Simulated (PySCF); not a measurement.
## How methods differ on the excitation energy of N

N [He] 2s2 2p3 (4S) → N [He] 2s2 2p2 3s1 (4P), as a difference of total energies. Calculation: PySCF 2.14, in aug-cc-pCVTZ-DK with one added diffuse shell each of s, p, d, f type (8s7p5d3f, 75 functions); scalar relativity by spin-free X2C-1e. Correlated levels: valence and next inner shell: nothing frozen. The calculations carry no spin-orbit coupling.

```csv
method,excitation energy (eV)
UHF,9.961
MP2 (valence and next inner shell),10.530
SCS-MP2 (valence and next inner shell),10.296
CCSD (valence and next inner shell),10.344
CCSD(T) (valence and next inner shell),10.343
```

Question: How much does correlation contribute at CCSD(T) (valence and next inner shell)?

Answer: 10.343 − (9.961) = 0.382 eV, measured against UHF.

Errors of the correlated levels include the incompleteness of this basis.

For comparison: 10.332 eV (measured; NIST levels, between the centres of gravity of the two terms).
